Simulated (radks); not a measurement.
Excited configurations of Eu+: one electron is placed in a higher orbital outside [Xe] 4f7. The ground configuration is [Xe] 4f7 6s1. Method: scalar-relativistic Kohn-Sham, r2SCAN, spin-polarised, spherical densities, finite nucleus; open shells are filled with parallel spins first (spin-orbit coupling, left out, can overturn this in heavy ions); meta-GGA in the generalised Kohn-Sham scheme; Fermi nuclear charge, rms radius 5.1115 fm; computed with a radial shooting solver on a logarithmic mesh with Libxc functionals. Excitation = E - E(ground); binding = E(ion) - E, where the ion is the core of charge +2; n* = 2/sqrt(2 binding) in atomic units, and the quantum defect is n - n*.

outer orbital  excitation (eV)  binding (eV)  quantum defect  <r> (bohr)
5f                       7.867         3.415           1.008       8.904
6p                       3.281         8.001           3.392       4.873
6d                       6.658         4.625           2.570       7.613
7s                       5.929         5.354           3.812       7.884
7p                       7.053         4.230           3.413       9.544
7d                       8.471         2.811           2.600       13.51
7f                       9.674         1.608           1.183       23.19

The Delta-SCF ionisation energy is 11.283 eV (NIST Atomic Spectra Database: 11.24 eV, semi-empirical). Self-interaction in the functional shifts the binding energies and quantum defects, so they are the method's values and not measured ones. Open shells are spherical and high-spin; term and fine-structure splittings are not resolved. Spin-orbit splitting is averaged out at the scalar-relativistic level.
